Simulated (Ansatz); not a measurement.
K₃O⁺, relaxed as a singlet with RKS r2SCAN-D4/def2-TZVP in Ansatz, starting from the GFN2-xTB geometry. Force threshold 0.02 eV/Å.

The structure comes from a short search, and lower isomers may exist.

Start:

Cartesian coordinates in Å:
```
K 3.107 -1.674 -1.236
K -3.889 1.075 1.854
K -0.442 1.097 -0.075
O 1.224 -0.498 -0.544
```

Task: Estimate the energy that the relaxation releases and the steps that it takes.

Result: 252.2 kJ/mol, in 25 steps; 58 s on 4 threads of Arm Neoverse V1 on a shared host. No frequencies were taken in this run, so the end may be a saddle point.

Task: Does the start keep its bonding and symmetry?

Result: Bonds formed: K2–O4 (atoms count from 1). Metal–metal contacts that move far: K1–K2 8.13 to 4.09 Å. The end is the same structure that another start reached, the lowest one found. Point group Cs at the start, D3h at the end, both within 0.05 Å.

Task: Predict the relaxed structure.

Result: 
```xyz
4

K     1.448   -1.846   -0.262
K    -2.018   -0.244    1.199
K     0.571    2.091   -0.936
O     0.000    0.000   -0.001
```
Bond lengths (bridged metal pairs left out): 3 × K–O 2.36 Å.
